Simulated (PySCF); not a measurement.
**Broadened absorption spectrum of C8H8F2O**

C₈H₈F₂O.
Numbering: `[CH2:1]=[C:2]1[CH:3]=[C:4]([CH2:5][O:6][CH3:7])[C:8]([F:9])=[C:10]1[F:11]` (hydrogens: H12, H13 on C1; H14 on C3; H15, H16 on C5; H17, H18, H19 on C7)

Structure used (PBE0-D3(BJ)/def2-SVP), in Å, numbered top down from 1:
```xyz
19
C8H8F2O angstrom
C      3.4273   -0.3903   -0.6630
C      2.2310    0.1396   -0.3656
C      0.9321   -0.5387   -0.2492
C     -0.0026    0.3894    0.0632
C     -1.4585    0.2008    0.2863
O     -1.7990   -1.1341    0.1050
C     -3.1513   -1.3916    0.3184
C      0.6573    1.6995    0.1597
F     -0.0044    2.8082    0.4502
C      1.9755    1.5573   -0.0910
F      2.9175    2.4851   -0.1022
H      4.3197    0.2382   -0.7174
H      3.5379   -1.4593   -0.8576
H      0.7566   -1.6020   -0.3949
H     -2.0258    0.8621   -0.4058
H     -1.7211    0.5500    1.3099
H     -3.4623   -1.1443    1.3530
H     -3.3210   -2.4636    0.1492
H     -3.7975   -0.8188   -0.3763
```

The calculation used TDDFT B3LYP/def2-SVPD, vertical, gas phase, core orbitals frozen in the response in PySCF.

Broadening: Gaussians 0.5 eV wide at half height, area fixed by f = 4.319×10⁻⁹ ∫ε dν̃. The width is an assumption, not a result. The curve ends short of the highest state used, and states not computed would add to its high-energy end.

```csv
λ (nm),ε (L mol⁻¹ cm⁻¹)
202.2,377
208.2,303
214.2,1050
220.2,4484
226.3,11477
232.3,17494
238.3,17443
244.3,12494
250.3,7768
256.3,5854
262.4,5755
268.4,5592
274.4,4607
280.4,3145
286.4,1802
292.4,884
298.5,373
304.5,142
310.5,49
316.5,15
322.5,5
328.5,2
334.5,3
340.6,8
346.6,16
352.6,30
358.6,51
364.6,80
370.6,115
376.7,154
382.7,191
388.7,223
394.7,246
400.7,257
406.7,256
412.7,244
418.8,222
424.8,196
430.8,167
436.8,138
442.8,111
448.8,87
454.9,66
460.9,49
466.9,36
472.9,26
478.9,19
484.9,13
490.9,9
497.0,6
503.0,4
509.0,3
515.0,2
521.0,1
527.0,1
533.1,1
```

Task: Locate the maxima and give the states behind the curve.

Result: 403 nm (3.07 eV), ε about 260, made up of S1 (100%); 264 nm (4.69 eV), ε about 5800, made up of S2 (93%) (hardly more than a shoulder); 235 nm (5.27 eV), ε about 18000, made up of S3 (99%) (ε in L mol⁻¹ cm⁻¹; maxima over ε = 5, shares over 10%). At its high-energy end, 6.13 eV, the curve is still rising (ε about 380, from S7 and S9). The states used: S1 3.08 eV (f 0.0048); S2 4.65 eV (f 0.102); S3 5.27 eV (f 0.337); S4 5.37 eV (f 0.0019); S5 5.97 eV (f 0.0008); S6 6.07 eV (f 0.0003); S7 6.22 eV (f 0.0048); S8 6.31 eV (f 0.0006); S9 6.57 eV (f 0.0082); S10 6.73 eV (f 0.0046).

Task: Does any computed singlet lie in the visible range?

Result: S1 lies in the visible range (380 to 750 nm), at 403 nm, f = 0.0048; light of that wavelength is violet, and its complementary colour is yellow-green; a Tamm–Dancoff triplet lies at 576 nm, without intensity as long as spin–orbit coupling is left out.

Task: What would ε be at 5.27 eV, the highest of these maxima, with half the width (0.25 eV)?

Result: About 36500 L mol⁻¹ cm⁻¹ against 18300, a factor of about 1.99; a lone state at its own centre would give exactly 2.

Task: Coming from long wavelengths, where does ε first pass 100 L mol⁻¹ cm⁻¹?

Result: At about 445 nm (2.79 eV), 0.29 eV below S1.

On 2 threads of an Intel Xeon 6975P-C, no GPU, shared host, this took 48 s wall, 1.7 min CPU (grids of density and orbitals included) and 1.7 GiB of memory at its peak.

One conformer stands for the species.
